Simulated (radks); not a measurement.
The numbers below are computed, except where a source is named.
All-electron atom: Kr+ in [Ar] 3d10 4s2 4p4 5p1 (not the ground configuration). Code: a radial shooting solver on a logarithmic mesh with Libxc functionals. Model: Dirac Kohn-Sham, BP86, spin-unpolarised, spherical densities, finite nucleus; open shells are shared between the two j in proportion to 2j + 1; Fermi nuclear charge, rms radius 4.1884 fm.

X-ray form factor f0, the Fourier transform of the density (f0(0) = 35):

| sin(theta)/lambda (1/angstrom) | f0 (electrons) |
|---|---|
| 0.05 | 34.099 |
| 0.1 | 32.288 |
| 0.15 | 30.383 |
| 0.2 | 28.406 |
| 0.25 | 26.429 |
| 0.3 | 24.584 |
| 0.4 | 21.444 |
| 0.5 | 18.848 |
| 0.6 | 16.550 |
| 0.8 | 12.631 |
| 1 | 9.768 |
| 1.25 | 7.584 |
| 1.5 | 6.393 |
| 2 | 5.068 |
